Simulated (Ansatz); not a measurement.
`BC[SiH](C)F` + `CC(Cl)CCl` → `BC[SiH](F)Cl` + `CC(C)CCl`  (formal exchange of groups at the Si–C bond)

Gas-phase electronic energies from Ansatz, PBE0-D4/def2-TZVP geometries. CCSD(T)/CBS adds triple-zeta CCSD(T) − MP2 to the extrapolated MP2 energy (def2 sets, frozen cores). DFT in def2-TZVPP. B3LYP here is the variant with VWN-RPA as its local correlation; programs differ in this. Each species was taken in one conformer, which may not be the lowest.

```json
{"level": "PBE-D4", "ΔE (kcal/mol)": "-25.0", "difference from CCSD(T)/CBS": "2.1"}
{"level": "PBE0-D4", "ΔE (kcal/mol)": "-26.4", "difference from CCSD(T)/CBS": "0.7"}
{"level": "B3LYP-D4", "ΔE (kcal/mol)": "-26.1", "difference from CCSD(T)/CBS": "1.0"}
{"level": "ωB97X-V", "ΔE (kcal/mol)": "-26.8", "difference from CCSD(T)/CBS": "0.3"}
{"level": "B2PLYP", "ΔE (kcal/mol)": "-26.7", "difference from CCSD(T)/CBS": "0.4"}
{"level": "r2SCAN", "ΔE (kcal/mol)": "-26.4", "difference from CCSD(T)/CBS": "0.7"}
{"level": "B3LYP", "ΔE (kcal/mol)": "-25.9", "difference from CCSD(T)/CBS": "1.2"}
{"level": "HF/def2-TZVPP", "ΔE (kcal/mol)": "-28.9", "difference from CCSD(T)/CBS": "-1.8"}
{"level": "MP2/def2-TZVPP", "ΔE (kcal/mol)": "-28.0", "difference from CCSD(T)/CBS": "-0.9"}
{"level": "SCS-MP2/def2-TZVPP", "ΔE (kcal/mol)": "-27.6", "difference from CCSD(T)/CBS": "-0.5"}
{"level": "CCSD/def2-TZVPP", "ΔE (kcal/mol)": "-27.6", "difference from CCSD(T)/CBS": "-0.5"}
{"level": "CCSD(T)/def2-TZVPP", "ΔE (kcal/mol)": "-27.1", "difference from CCSD(T)/CBS": "0.0"}
{"level": "HF/def2-QZVPP", "ΔE (kcal/mol)": "-29.0", "difference from CCSD(T)/CBS": "-1.9"}
{"level": "MP2/def2-QZVPP", "ΔE (kcal/mol)": "-28.0", "difference from CCSD(T)/CBS": "-0.9"}
{"level": "SCS-MP2/def2-QZVPP", "ΔE (kcal/mol)": "-27.7", "difference from CCSD(T)/CBS": "-0.6"}
{"level": "HF/CBS(def2)", "ΔE (kcal/mol)": "-29.0", "difference from CCSD(T)/CBS": "-1.9"}
{"level": "CCSD(T)/CBS", "ΔE (kcal/mol)": "-27.1", "difference from CCSD(T)/CBS": "0"}
```

Largest T1 diagnostic among the species: 0.011.

From PBE to PBE0 (25 % exact exchange), in def2-TZVPP and without D4, ΔE moves by −1.4 kcal/mol. In def2-TZVPP, CCSD(T) changes the Hartree–Fock value by +1.8 kcal/mol (the triples alone add +0.5 kcal/mol) and MP2 by +0.9 kcal/mol.
